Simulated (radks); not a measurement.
Species: Bi+. Configuration: [Hg] 6p2. All-electron calculation, scalar-relativistic Kohn-Sham, BLYP, spin-polarised, spherical densities, finite nucleus; open shells are filled with parallel spins first (spin-orbit coupling, left out, can overturn this in heavy ions); Fermi nuclear charge, rms radius 5.5211 fm. Program: a radial shooting solver on a logarithmic mesh with Libxc functionals. Some entries of the table are withheld. Estimate them.

orbital,occ.,eigenvalue (Ry),r(max) (bohr),<r> (bohr)
1s up,1,-6661.438,0.009662,0.01580
1s down,1,-6661.436,0.009662,0.01580
2s up,1,-1197.481,0.05620,0.06649
2s down,1,-1197.481,0.05620,0.06649
2p up,3,-1024.920,0.04690,0.06054
2p down,3,-1024.919,0.04690,0.06054
3s up,1,-289.4906,0.1585,0.1716
3s down,1,-289.4893,0.1585,0.1716
3p up,3,-240.1638,0.1588,0.1737
3p down,3,-240.1624,0.1588,0.1737
3d up,5,-190.4930,0.1294,0.1575
3d down,5,-190.4917,0.1294,0.1575
4s up,1,-66.86810,0.3558,0.3771
4s down,1,-66.86597,0.3558,0.3771
4p up,3,-50.69838,0.3759,0.4026
4p down,3,-50.69612,0.3759,0.4026
4d up,5,-32.18192,0.3814,0.4225
4d down,5,-32.17938,0.3815,0.4225
5s up,1,-12.16935,0.7703,0.8307
5s down,1,-12.16326,0.7704,0.8307
4f up,7,-11.79213,0.3419,0.4411
4f down,7,-11.78922,0.3419,0.4410
5p up,3,-7.62276,(1),0.9480
5p down,3,-7.61667,(2),0.9476
5d up,5,-2.56965,1.033,1.236
5d down,5,-2.55308,1.032,1.229
6s up,1,-1.64520,1.863,2.131
6s down,1,-1.57321,1.847,2.120
6p up,2,-0.86827,2.372,2.789
6p down,0,-0.78961,2.366,2.834

Answer. 
(1) 5p up r(max) (bohr): 0.8597
(2) 5p down r(max) (bohr): 0.8598
